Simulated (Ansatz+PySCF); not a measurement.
triplet CoCl: levels of theory in one basis

```yaml
atoms:
  - { symbol: Co, position_ang: [0.0000, 0.0000, 0.0000] }
  - { symbol: Cl, position_ang: [-1.8843, -0.4682, -0.7062] }
```

Basis set: cc-pV(T+d)Z on Cl; cc-pVTZ on Co (spherical functions). Frozen core: 14 orbitals. Correlation on ROHF uses semicanonical orbitals with singles. Charge 0, multiplicity 3.

Computed with Ansatz (development build ahead of 0.2.0); each method stands on the lowest determinant of its kind that the runs found.

| method | E − E(ROHF) (eV) | <S²> of the determinant |
| --- | --- | --- |
| ROHF | 0.00 | 2.00 |
| UHF | -1.49 | 2.98 |
| ROHF-MP2 | -14.24 | – |
| UHF-MP2 | -13.26 | 2.98 |
| ROHF-CCSD | -14.04 | – |
| ROHF-CCSD(T) | -14.68 | – |

Q: Is a single determinant a sound starting point here?

A: It is doubtful. Unrestricted orbitals lower Hartree–Fock by 1.49 eV and <S²> is 2.98 where a pure state has 2.00, a sign of strong static correlation.

Caution: another spin multiplicity may lie lower; the determinant breaks the point group. Caution for ROHF, ROHF-MP2, ROHF-CCSD, ROHF-CCSD(T): an unrestricted determinant lies well below. Caution for UHF, UHF-MP2: the unrestricted determinant is a mixture of spin states. Caution for ROHF-MP2, ROHF-CCSD, ROHF-CCSD(T): large amplitudes, a single reference is doubtful. Caution for UHF-MP2: another reference gives a lower total.
